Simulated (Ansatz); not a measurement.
This geometry of AlClF2 + H2 (6 atoms, charge 0, multiplicity 1) is a first-order saddle point.

Level of theory: RKS PBE0-D4/def2-SVPD in Ansatz 0.2.0.

```xyz
6
Properties=species:S:1:pos:R:3
Al 0.014 -0.405 -0.076
Cl 0.043 0.071 2.271
F 1.452 0.117 -0.735
F -1.452 0.101 -0.680
H 0.038 -1.913 0.573
H 0.048 -1.237 1.683
```

Problem. Which two structures does it join? (They come from a converged band through this point; their orientation in space is the band's.)

Solution. Bonds broken: H5–H6. Bonds formed: Al1–H5, Cl2–H6. AlClF2 + H2 becomes AlClF2H2.

Initial state:

```xyz
6
Properties=species:S:1:pos:R:3
Al 0.006 0.048 0.293
Cl -0.009 0.765 2.255
F 1.436 -0.032 -0.551
F -1.420 -0.113 -0.545
H 0.068 -2.064 0.418
H 0.063 -1.870 1.164
```

Final state:

```xyz
6
Properties=species:S:1:pos:R:3
Al -0.236 -0.840 -0.181
Cl -0.119 -0.206 2.311
F 1.360 -0.278 -0.223
F -1.410 0.252 -0.664
H -0.525 -2.377 -0.178
H 1.074 0.184 1.970
```

Problem. How far does it lie above each of them?

Solution. 1.36 eV above the first and 0.38 eV above the second. This is the barrier of this one path; another mechanism may lie lower. The orbitals stay closed-shell, which can raise the energy where a bond breaks towards radicals; this wasn't checked here.

Run time: 2.1 min on 4 threads of Arm Neoverse V1 (shared host), peak memory 0.25 GiB.
